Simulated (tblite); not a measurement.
C8H11 (doublet state).
Z-matrix (Å and degrees, GFN2-xTB geometry), rows numbered from 1:
```
C 
C   1  1.3207
C   2  1.5144  1  125.22
C   3  1.5402  2  109.13  1   138.12
C   3  1.4901  2  107.30  1   -98.42
C   5  1.4805  3  111.34  2   115.36
C   6  1.4998  5  102.56  3     3.90
C   7  1.3231  6  111.87  5    -2.49
H   1  1.0771  2  121.96  3    -2.35
H   1  1.0774  2  121.63  3   177.59
H   2  1.0821  1  120.48  3  -176.87
H   4  1.0878  3  109.95  2   -59.75
H   4  1.0874  3  109.93  2  -179.75
H   4  1.0874  3  110.28  2    60.37
H   5  1.0724  3  123.82  2   -57.35
H   6  1.0998  5  112.83  3  -116.10
H   6  1.0988  5  112.53  3   124.23
H   7  1.0770  6  121.71  5   177.46
H   8  1.0762  3  121.15  2    67.76
```

Structure optimised with GFN2-xTB, isolated species. This method treats the open shell by occupation alone, without spin polarisation.

Take the most abundant isotopes and a rigid rotor. The values belong to one conformer with, in the numbering `[CH2:1]=[CH:2][C@@:3]1([CH3:4])[CH:5][CH2:6][CH:7]=[CH:8]1`, C1–C2–C3–C4 138°.

(1) What are A, B and C (cm⁻¹)?

(2) What kind of rotor is it?

(3) Is it planar, by Δ = Ic − Ia − Ib?

(4) Give the other two planar moments, Paa and Pbb, and the rms extents of the mass along the axes.

Answers

(1) Ia = 176.41, Ib = 256.73, Ic = 305.83 u·Å²; 505379 MHz·u·Å²/I gives 2865, 1969 and 1653 MHz, that is A = 0.09556, B = 0.06566, C = 0.05512 cm⁻¹.

(2) An asymmetric top. Ray's parameter κ = (2B − A − C)/(A − C) = -0.479; −1 is the prolate and +1 the oblate limit.

(3) Not planar: Δ = Ic − Ia − Ib = -127.31 u·Å². For a rigid frame Δ = −2 Σ m c², so Σ m c² = 63.65 u·Å² lies off the ab plane: 17.15 from hydrogen and 46.51 from heavier atoms. The atom farthest from that plane is 2.13 Å away.

(4) Paa = Σ m a² = (Ib + Ic − Ia)/2 = 193.07 and Pbb = Σ m b² = (Ia + Ic − Ib)/2 = 112.75 u·Å². With the mass M = 107.09 u, the rms extents √(P/M) along a, b and c are 1.34, 1.03, 0.77 Å.

For this open shell read J as N, the rotation without spin; fine and hyperfine splittings come on top. Its GFN2-xTB frequencies are all real (lowest 70 cm⁻¹). These are rigid-rotor constants of the computed structure; measured ground-state constants (B0) also hold zero-point vibration.

Time: 0.9 s wall. Hardware: Arm Neoverse V1, one thread, shared host with 32 logical CPUs at a one-minute load of 26. This is the geometry optimisation.
